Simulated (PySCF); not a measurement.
Mg(OSiH3)2 (H₆MgO₂Si₂), SMILES [O]([Mg][O][SiH3])[SiH3].

The structure is a stationary point at PBE0-D3(BJ)/def2-SVP. The structure was generated by enumeration; whether it is a known compound was not checked. Other conformers were not sampled.

Computed with PySCF with HF/def2-TZVP.

The molecule is in vacuum.

```yaml
total_energy: -930.97612 hartree
point_group: D3
highest_occupied_level: -11.71 eV
lowest_empty_level: 0.64 eV
orbital_gap: 12.35 eV
dipole_moment: 0.00 D
quadrupole, principal values (traceless, Buckingham form, about the centre of nuclear charge): -20.42, 10.21, 10.21 D·Å
mean_static_polarisability: 65.2 bohr³ (9.65 Å³)
polarisability_principal_values: 61.3, 61.3, 72.8 bohr³
```
